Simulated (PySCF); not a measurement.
# Static response to an electric field

Species: C6H6N2S.
Geometry (PBE0-D3(BJ)/def2-SVP, Å), atoms numbered from 1 in this order:
```
atom  x, y, z in Å
N1    -2.1646   -1.1479    0.1023
C2    -1.3239   -0.0330    0.1270
C3    -1.6832    1.2780    0.3325
S4    -0.3367    2.3872    0.3822
C5     0.7724    1.0914    0.1001
C6     2.1642    0.8328   -0.0280
C7     2.2785   -0.5333   -0.1981
N8     1.0304   -1.1069   -0.1839
C9     0.0975   -0.1230    0.0042
H10   -2.0127   -1.7365   -0.7126
H11   -3.1470   -0.9017    0.1531
H12   -2.6949    1.6623    0.4559
H13    2.9869    1.5431   -0.0043
H14    3.1706   -1.1419   -0.3305
H15    0.8458   -2.0988   -0.2033
```

Level: wB97X-D/def2-SVPD (PySCF), static field, nuclei fixed, core orbitals frozen in the response. The polarisability tensor in these axes (au):

```
x   125.29  -5.79  -5.26
y    -5.79 118.53   8.17
z    -5.26   8.17  63.74
```

Q: What are the eigenvalues, a third of the trace, and Δα (Δα² = ½Σ(αi − αj)² over the three pairs)?

A: Principal values 62.24, 115.56 and 129.76 au; mean 102.52 au = 15.19 Å³ = 16.90 × 10⁻⁴⁰ C²·m²/J; Δα = 61.66 au (60 % of the mean).

Q: What is the dipole moment, and where does it point?

A: (-0.74, -2.98, -1.24) D, 3.31 D in size, pointing from the negative to the positive side. Measured along this direction, the outermost atoms are S4 at the negative end and H10 at the positive end.

Q: Along which axes do the principal values lie, and how far do the nuclei extend along each?

A: Largest value along (0.84, -0.53, -0.13), where the nuclei span 6.50 Å; middle along (0.54, 0.84, 0.08), 5.50 Å; least along (0.07, -0.14, 0.99), 0.75 Å. The response follows the extents in order.

Q: Rayleigh depolarisation ratio (linearly polarised light, static tensor)?

A: ρ = 3Δα²/(45ᾱ² + 4Δα²) = 11404.5/(472971 + 15206.0) = 0.0234.

Q: Form Σ f/ω² (atomic units) for the 6 lowest TDDFT singlets, given as eV and f, and set it beside the mean polarisability, which is this sum over all singlets: 5.10, 0.2164; 5.25, 0.0242; 5.44, 0.0674; 5.49, 0.0952; 5.89, 0.0017; 6.01, 0.0117.

A: They add up to 11.12 au, 10.8 % of the 102.52 au; the largest single term is 6.17 au, from the state at 5.10 eV. Terms in order: 6.17, 0.65, 1.69, 2.34, 0.04, 0.24 au. Higher excitations give the rest. The strengths listed sum to 0.417.

Isolated species at its PBE0-D3(BJ)/def2-SVP geometry, gas phase.
